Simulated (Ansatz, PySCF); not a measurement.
This singlet lies 1.07 eV below the relaxed triplet at the level frozen-core CCSD(T)/cc-pVTZ // PBE0-D3(BJ)/def2-TZVP (Ansatz, a quantum-chemistry and plane-wave program).

Cartesian coordinates (Å):
SMILES: F[Si][SiH3]
```xyz
6

F      2.4173     0.5083    -0.3470
Si     1.6754    -0.7566     0.3338
Si    -0.6334    -0.0210     0.0329
H     -1.3618    -1.0628    -0.7520
H     -0.8087     1.2955    -0.6419
H     -1.2888     0.0366     1.3742
```
Charge 0, spin multiplicity 1.

Estimate the HOMO, total energy, dipole moment, LUMO and HOMO–LUMO gap that PBE0-D3(BJ)/def2-TZVP in PySCF returns for this input.


| Property | Value |
|---|---|
| HOMO | -6.40 eV |
| total energy | -680.3458 Ha |
| dipole moment | 0.67 D |
| LUMO | -2.94 eV |
| HOMO–LUMO gap | 3.47 eV |
